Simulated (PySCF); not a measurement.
B(OH)2(SiH3), SMILES OB([SiH3])O (PBE0/def2-SVP optimised geometry):

```
9

B     -0.356     0.411     0.000
O     -1.563     0.623     0.595
H     -1.890     1.530     0.550
O      0.369     1.385    -0.616
H     -0.035     2.262    -0.615
Si     0.393    -1.482     0.000
H      1.890    -1.482     0.000
H     -0.057    -2.216    -1.228
H     -0.079    -2.262     1.187
```

Calculation: PBE0/def2-TZVP in PySCF.

Q: What are the frontier orbital energies and the dipole moment?

A: HOMO-2 -9.33 eV, HOMO-1 -9.31 eV, HOMO -8.40 eV, LUMO -0.07 eV, LUMO+1 0.13 eV; dipole moment 3.39 D.

On the same geometry PBE/def2-TZVP (PySCF 2.14.0) gives HOMO-2 -7.99 eV, HOMO-1 -7.95 eV, HOMO -7.15 eV, LUMO -1.01 eV, LUMO+1 -0.74 eV; dipole moment 3.35 D.

Meta-Löwdin charges at PBE0/def2-TZVP: B1 0.29, O2 -0.51, H3 0.34, O4 -0.51, H5 0.34, Si6 0.28, H7 -0.08, H8 -0.07, H9 -0.08.
